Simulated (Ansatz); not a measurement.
C$_{3}$H$_{3}$ (SMILES [C]1=CC1), doublet, at a GFN2-xTB geometry. Base run: Ansatz (an electronic-structure program) with SVWN5/6-31G*.

The Ansatz input:
Ansatz 0.2 input:
```yaml
crystal:
  periodic: [false, false, false]
  atoms:
    - {symbol: C, position_ang: [0.01666932, -0.11091760, 0.82667082]}
    - {symbol: C, position_ang: [0.00408853, -0.69905031, -0.53382474]}
    - {symbol: C, position_ang: [-0.02162935, 0.58225352, -0.59208061]}
    - {symbol: H, position_ang: [0.93754951, -0.07354811, 1.39599007]}
    - {symbol: H, position_ang: [-0.88439594, -0.10866141, 1.42801722]}
    - {symbol: H, position_ang: [-0.04792456, 1.54849588, -1.02860011]}
basis:
  gaussian:
    orbitals: 6-31G*
hamiltonian:
  xc: {name: SVWN5}
magnetization: {spin_polarized: true, initial_magnetization: 1}
```

The base run was repeated with changes; each row names its change, and settings that it needs were set with it.

| change | ΔE vs base (mEh) |
|---|---|
| base | 0.000 |
| occupation = up:A':10 A'':1 down:A':8 A'':2 | 307.2 |
| occupation = up:A':8 A'':3 down:A':8 A'':2 | 184.7 |
| symmetry_tolerance_ang = 0.01 | 0.000 |
| occupation = up:A':9 A'':2 down:A':8 A'':2 | 0.000 |
